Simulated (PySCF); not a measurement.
Pb(F)(SH) (FHPbS), SMILES [F][Pb][SH] (connectivity only; charge and spin as stated), neutral, multiplicity 1.

Coordinates come from a B3LYP-D3(BJ)/def2-TZVP optimisation. The def2 effective core potentials stand for the cores of Pb; spin–orbit coupling is left out. The values are those of a single conformer.

All values below come from CAM-B3LYP/def2-TZVPD in PySCF.

Symmetry labels are those of the subgroup Cs that the program uses (full group Cs).

Computed valence orbital energies around the gap with their symmetry:
```
orbital  symmetry  energy (eV)
-------  --------  -----------
HOMO−7         A'       -21.45
HOMO−6         A'       -15.96
HOMO−5         A'       -12.44
HOMO−4         A"       -11.71
HOMO−3         A'       -11.65
HOMO−2         A'       -11.44
HOMO−1         A'        -8.83
HOMO           A"        -8.76
LUMO           A"        -1.94
LUMO+1         A'        -0.30
LUMO+2         A'        -0.01
LUMO+3         A'         0.49
```
